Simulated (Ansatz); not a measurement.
C2H6BNSe, SMILES `CB(N)C=[Se]` at its PBE0-D4/def2-TZVP geometry, where that method's forces vanish. Total charge 0; spin multiplicity 1.

```xyz
11

C     1.0132   -0.5196    0.8411
B    -0.1015   -0.0370   -0.1477
N    -0.5158   -0.8242   -1.2243
C    -0.8300    1.3517   -0.0037
Se   -0.4788    2.5590    1.2230
H     1.8333    0.2034    0.8811
H     0.6236   -0.5719    1.8624
H     1.4290   -1.4970    0.5844
H    -0.1250   -1.7295   -1.4245
H    -1.2301   -0.5411   -1.8744
H    -1.6180    1.6060   -0.7175
```

(1) What forces (eV/Å) does PBE-D4/def2-TZVPP give on these atoms in Ansatz 0.2.0? (An estimate is asked.)

## Answers

(1) The calculation gave: 
```
C1  -0.070 -0.008 -0.094
B2   0.022  0.273  0.232
N3   0.008 -0.010  0.007
C4   0.045 -0.486 -0.291
Se5  0.127  0.484  0.478
H6   0.160  0.137  0.022
H7  -0.062 -0.005  0.203
H8   0.094 -0.197 -0.038
H9   0.136 -0.340 -0.090
H10 -0.269  0.103 -0.247
H11 -0.192  0.049 -0.182
```
